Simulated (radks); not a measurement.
The titanium ion Ti+ inside a hard spherical wall (all orbitals vanish at R), configuration held at [Ar] 3d2 4s1 and not refilled when levels cross. Method: scalar-relativistic Kohn-Sham, PBE, spin-polarised, spherical densities, finite nucleus; open shells are filled with parallel spins first; Fermi nuclear charge, rms radius 3.5921 fm; computed with a radial shooting solver on a logarithmic mesh with Libxc functionals. Eigenvalues in eV for spin up, with the zero of energy where the potential of the charges vanishes at infinity; a dash marks a level that is unbound or too diffuse for the functional's potential to be trusted. A positive occupied level is held by the wall or, in an anion where self-interaction has pushed it up, behind a barrier. The pressure on the wall is -dE/dV.

R (bohr)	E (hartree)	kinetic (hartree)	e(3s)	e(3p)	e(3d)	e(4s)	e(4p, empty)	e(5s, empty)	pressure (GPa)
free	-853.34364	860.547	-70.617	-46.860	-12.107	-10.940	-7.042	-	0
20	-853.34364	860.547	-70.617	-46.860	-12.107	-10.940	-7.042	-	< 0.0001
15	-853.34364	860.547	-70.617	-46.860	-12.107	-10.940	-7.042	-3.242	< 0.0001
10	-853.34358	860.548	-70.612	-46.855	-12.103	-10.936	-7.021	-2.477	0.00209
7	-853.33910	860.586	-70.425	-46.671	-11.934	-10.731	-6.529	1.950	0.295
3.5	-852.87458	862.428	-65.346	-41.739	-6.679	1.620	10.207	61.724	129
3	-852.34397	864.337	-62.061	-38.465	-2.675	13.393	24.082	100.74	417
2	-846.75311	883.392	-39.694	-14.497	25.706	103.96	119.54	330.54	8620
